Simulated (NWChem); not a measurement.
Si5H9, doublet; SMILES [SiH2]1[SiH][SiH2][SiH2][SiH2]1

```xyz
14

Si     1.9339    -0.0630    -0.1233
Si     0.5439    -1.9460    -0.1639
Si    -1.5706    -1.0385     0.3568
Si    -1.4580     1.1822    -0.4177
Si     0.6838     1.8701     0.2826
H      3.2674    -0.1976     0.5430
H      0.9730    -2.9922     0.8180
H      0.5244    -2.5661    -1.5273
H     -2.7108    -1.8187    -0.2188
H     -1.7077    -1.0060     1.8488
H     -1.5079     1.1912    -1.9150
H     -2.5580     2.0466     0.1125
H      1.2000     3.0479    -0.4825
H      0.6570     2.2298     1.7385
```
Atoms are numbered in this order, from 1.

Computed with NWChem. Spin-unrestricted. All runs use the structure optimised with PBE0/def2-SVP, spin-unrestricted. No frequency run checked for a minimum. No stability test was run on the SCF state. Level MN15/def2-SVP: energy and gradient on several grids; changes count from the extra-fine grid, which is no exact limit either.

```tsv
grid	size of the energy change (μHa)	largest change of a gradient component (μHa/bohr)	time, medium = 1 (rough)
xcoarse	3000	2000	about 1
coarse	300	300	about 1
medium	20	80	about 1
fine	< 10	< 30	about 1
xfine	< 10	< 30	3
```
